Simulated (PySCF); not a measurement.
**Vanadium: a sound run and one with changed settings**

Sound run: V⁺ [Ar] 3d4, V²⁺ [Ar] 3d3. Calculation: PySCF 2.14, in aug-cc-pVDZ (7s6p4d2f, 59 functions); no relativity, point nucleus. In the sound run the correlated levels freeze [Ar]. The sound run starts from symmetry-adapted Hartree-Fock orbitals and uses a fine grid where one is needed.

Changed run: initial guess sap, at most 50 SCF cycles.

```csv
species,method,sound run (hartree),changed run (hartree),converged
V⁺,UHF,-942.67294,-942.67295,yes
V⁺,BP86,-943.78093,-943.78403,yes
V⁺,PBE,-943.43114,-943.43342,yes
V⁺,MP2,-942.71087,-942.71088,yes
V²⁺,UHF,-942.18369,-942.18369,yes
V²⁺,BP86,-943.21515,-943.21515,yes
V²⁺,PBE,-942.86504,-942.86504,yes
V²⁺,MP2,-942.19646,-942.19646,yes
```

Ionisation energy of V⁺:

| method | sound run (eV) | changed run (eV) |
| --- | --- | --- |
| UHF | 13.313 | 13.314 |
| BP86 | 15.396 | 15.480 |
| PBE | 15.404 | 15.466 |
| MP2 | 13.998 | 13.998 |
| SCS-MP2 | 13.542 | 13.542 |

The plain start fixes occupations by D2h representation alone, and V⁺ at BP86, V⁺ at PBE landed in another state (other ⟨L²⟩ or ⟨S²⟩). 

For comparison, NIST gives 14.634 ± 0.007 eV between the lowest levels.
